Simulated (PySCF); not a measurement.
**Working out the ionisation energy of Mn**

Mn [Ar] 3d5 4s2 (6S) → Mn⁺ [Ar] 3d5 4s1 (7S). Calculation: PySCF 2.14, in x2c-TZVPPall with one added diffuse shell each of s, p, d, f type (7s6p5d3f1g, 80 functions); the spin-free X2C one-electron Hamiltonian (Gaussian nucleus). Frozen: [Ne]. Energies in hartree (1 hartree = 27.21139 eV):

| part | Mn (lower) | Mn⁺ (upper) |
| --- | --- | --- |
| UHF | -1157.374501 | -1157.153010 |
| MP2 opposite-spin | -0.283293 | -0.247570 |
| MP2 same-spin | -0.165533 | -0.160904 |

Task: What does Hartree-Fock give?

Result: (-1157.153010) − (-1157.374501) = 0.221491 hartree = 6.027 eV.

Task: What do MP2 and SCS-MP2 (6/5 opposite-spin, 1/3 same-spin) give?

Result: The opposite-spin parts differ by 0.972 eV and the same-spin parts by 0.126 eV. MP2: 6.027 + (0.972) + (0.126) = 7.125 eV. SCS-MP2: 6.027 + 1.2 × (0.972) + (0.126)/3 = 7.235 eV.

Measured between the centres of the two terms (NIST): 7.434 eV, so MP2 (valence and next inner shell) is off by -0.309 eV.

What remains against the reference includes basis incompleteness, the frozen core and correlation beyond second order.
